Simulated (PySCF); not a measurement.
Computed IR spectrum (relative IR intensity) of a molecule CH8O2Si2. Coordinates come from a PBE-D3(BJ)/def2-SVP optimisation. One conformer was computed; it need not be the lowest. Level of theory: PBE-D3(BJ)/def2-SVP run with PySCF. Frequencies are harmonic and unscaled.

```tsv
ν (cm⁻¹)	relative intensity
84	15
105	14
135	7.3
158	2.0
167	25
216	3.8
243	8.7
325	23
423	8.9
485	9.4
490	9.0
652	35
714	17
737	44
778	65
797	87
827	100
883	11
896	4.3
905	25
923	48
1214	14
1377	2.2
2139	30
2151	41
2166	39
3061	2.6
3739	26
3768	30
```

**Question.** Which molecule gave these data?
(A) O[SiH2]OC[SiH3]
(B) C[SiH2][SiH](O)O
(C) CO[SiH2][SiH2]O
(D) C[Si](O)(O)[SiH3]

**Answer.** D, C[Si](O)(O)[SiH3]
